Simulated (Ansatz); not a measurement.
B2H4, SMILES B[BH2-], charge -1, multiplicity 2.

The structure is a stationary point at r2SCAN-D4/def2-TZVPD.

Two levels are set side by side: PBE/def2-TZVPD (Ansatz, a first-principles code) and PBE0/def2-TZVPD (Ansatz). Energy differences of separate SCF runs at the same geometry; the states with an electron removed or added have multiplicity 1. Differences are taken from unrounded values.

```
quantity                          PBE
-------------------------------  ----
vertical ionisation energy (eV)  1.89
```

Problem. These are the PBE values. What does PBE0 give? (An estimate is asked for; the answer gives what the named calculation found.)

Solution. 
```
quantity                         PBE0  PBE minus PBE0
-------------------------------  ----  --------------
vertical ionisation energy (eV)  1.76            0.13
```
